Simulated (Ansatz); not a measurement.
## Ansatz (development build ahead of 0.2.0) run

```yaml
crystal:
  periodic: [false, false, false]
  atoms:
    - { symbol: V, position_ang: [0.0, 0.0, 0.0] }
    - { symbol: F, position_ang: [1.932, 0.0, 0.0] }
    - { symbol: F, position_ang: [-1.932, 0.0, 0.0] }
    - { symbol: F, position_ang: [0.0, 1.932, 0.0] }
    - { symbol: F, position_ang: [0.0, -1.932, 0.0] }
basis:
  gaussian: { orbitals: pcseg-2 }
magnetization:
  spin_polarized: true
  initial_magnetization: 5
hamiltonian:
  xc: { name: wB97X }
```

The input is written out in the form of the current development build from the run's settings.

The run gave:

```
Converged                       : yes
Total energy                    : -1343.32276 hartree
Spin squared of the determinant : 8.767
Stability test                  : minimum
```

Caution: other spin multiplicities may lie lower.
